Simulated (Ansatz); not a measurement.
Species: H$_{3}$Sn, SMILES `[SnH3]` (charge 0, multiplicity 2).

**Question.** Give a relaxed geometry from B3LYP-D3(BJ)/def2-TZVP in Ansatz (a quantum-chemistry and plane-wave program).

**Answer.** the end point of this relaxation (outside a Z-matrix the atoms follow the SMILES, hydrogens last).
Z-matrix (Å, degrees):
```
Sn
H 1 1.7242
H 1 1.7242 2 109.18
H 1 1.7242 2 109.19 3 119.31
```
